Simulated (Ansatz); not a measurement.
(E)-1,2-dichloro-1,2-difluoroethene (C2Cl2F2), SMILES Cl/C(F)=C(/Cl)F.

The structure is a stationary point at B3LYP-D3(BJ)/def2-SVP.

Two levels are set side by side: PBE/def2-SVPD (Ansatz, a program for electronic structure) and CAM-B3LYP/def2-SVPD (Ansatz). Energy differences of separate SCF runs at the same geometry; the states with an electron removed or added have multiplicity 2 and 2. Differences are taken from unrounded values.

```csv
quantity,CAM-B3LYP,PBE,PBE minus CAM-B3LYP
vertical ionisation energy (eV),9.91,9.44,-0.46
vertical singlet–triplet gap (eV),3.95,4.01,0.06
```
